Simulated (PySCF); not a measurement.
## Ar¹⁷⁺ (argon, charge +17): r2SCAN calculation

Configuration: 1s1, 2S determinant. All numbers are calculated (PySCF 2.14, the spin-free X2C one-electron Hamiltonian (Gaussian nucleus), in an uncontracted even-tempered set (17 s from 12 bohr⁻², ratio 2.2; 7 p from 19 bohr⁻², ratio 2.4; 4 d from 56 bohr⁻², ratio 2.4; 3 f from 85 bohr⁻², ratio 2.4; 3 g from 130 bohr⁻², ratio 2.4)).

| Property | Result |
| --- | --- |
| Total energy | -162.7081 hartree |
| One-electron energy | -162.7043 hartree |
| Hartree (Coulomb) energy | 5.6785 hartree |
| Exchange-correlation energy | -5.6823 hartree |
| ⟨S²⟩ | 0.7500 |
| ⟨L²⟩ | 0.000 |
| Sum of ⟨r⟩ | 0.08266 bohr |
| Sum of ⟨r²⟩ | 0.009142 bohr² |

```json
{"shell": "1s α", "electrons": "1", "mean orbital energy (eV)": "-4325.3", "rms radius, mean of both spins (bohr)": "0.0956"}
```

For one electron the Hartree and exchange-correlation energies should cancel; what remains is the self-interaction error.

Densities and radii are taken from the X2C orbitals without a picture-change correction, which distorts them close to the nucleus.
